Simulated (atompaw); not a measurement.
## Plane-wave convergence, PAW (atompaw) potential for gadolinium (Gd)

atompaw 4.2.0.5 input, output lines left out:

```
Gd 64
LDA-PW scalarrelativistic loggrid 2001 logderivrange -3 5 201
6 6 5 4 0 0
6 0 1.75
6 1 0.25
5 2 1
4 3 7
0 0 0
c
c
c
c
c
v
c
c
c
c
v
c
c
v
v
3
3.00 2.70 2.95 2.95
y
2.25
n
y
1.1
n
y
1.45
n
y
1.6
n
custom polynom gramschmidtortho besselshape
4 0.5 vpsmatchnc
3.00
3.00
3.00
3.00
3.00
3.00
0.85
0.85
```

The pseudo-atom Hamiltonian at the reference potential is diagonalised in spherical Bessel functions j_l(qr) that vanish at 20 bohr, with q² up to the cutoff. All-electron valence levels (Ry): 6s -0.3288, 6p -0.1147, 5d -0.2177, 4f -0.6792.

Task: How do the lowest levels (Ry) of each channel move with the cutoff, and are there ghosts?

Result:

```json
{"cutoff (Ry)": "8", "s #1": "-9.4933", "s #2": "-0.3286", "p #1": "-2.0055", "p #2": "-0.1145", "p #3": "0.0366", "d #1": "-0.2142", "d #2": "0.0382", "f #1": "0.0881", "Σ f·Δε (mRy)": "5373.0"}
{"cutoff (Ry)": "18", "s #1": "-9.9792", "s #2": "-0.3288", "p #1": "-2.0923", "p #2": "-0.1147", "p #3": "0.0366", "d #1": "-0.2177", "d #2": "0.0380", "f #1": "0.0881", "Σ f·Δε (mRy)": "5369.1"}
{"cutoff (Ry)": "35", "s #1": "-9.9964", "s #2": "-0.3288", "p #1": "-2.0958", "p #2": "-0.1147", "p #3": "0.0366", "d #1": "-0.2177", "d #2": "0.0380", "f #1": "0.0881", "Σ f·Δε (mRy)": "5368.9"}
{"cutoff (Ry)": "55", "s #1": "-9.9965", "s #2": "-0.3288", "p #1": "-2.0958", "p #2": "-0.1147", "p #3": "0.0366", "d #1": "-0.2177", "d #2": "0.0380", "f #1": "0.0881", "Σ f·Δε (mRy)": "5368.7"}
{"cutoff (Ry)": "90", "s #1": "-9.9965", "s #2": "-0.3288", "p #1": "-2.0958", "p #2": "-0.1147", "p #3": "0.0366", "d #1": "-0.2177", "d #2": "0.0380", "f #1": "0.0618", "Σ f·Δε (mRy)": "5184.6"}
{"cutoff (Ry)": "140", "s #1": "-9.9965", "s #2": "-0.3288", "p #1": "-2.0958", "p #2": "-0.1147", "p #3": "0.0366", "d #1": "-0.2177", "d #2": "0.0380", "f #1": "-0.6423", "Σ f·Δε (mRy)": "256.4"}
{"cutoff (Ry)": "230", "s #1": "-9.9965", "s #2": "-0.3288", "p #1": "-2.0958", "p #2": "-0.1147", "p #3": "0.0366", "d #1": "-0.2177", "d #2": "0.0380", "f #1": "-0.6740", "Σ f·Δε (mRy)": "34.6"}
{"cutoff (Ry)": "400", "s #1": "-9.9965", "s #2": "-0.3288", "p #1": "-2.0958", "p #2": "-0.1147", "p #3": "0.0366", "d #1": "-0.2177", "d #2": "0.0380", "f #1": "-0.6789", "Σ f·Δε (mRy)": "0.0"}
```

Result: ghost states, extra bound levels that the all-electron valence spectrum of the same l lacks: s at -136.0 eV, p at -28.5 eV (a true bound ghost makes a file unfit for plane-wave use); 10 mRy is reached at 300 Ry and 1 mRy at over 300 Ry.
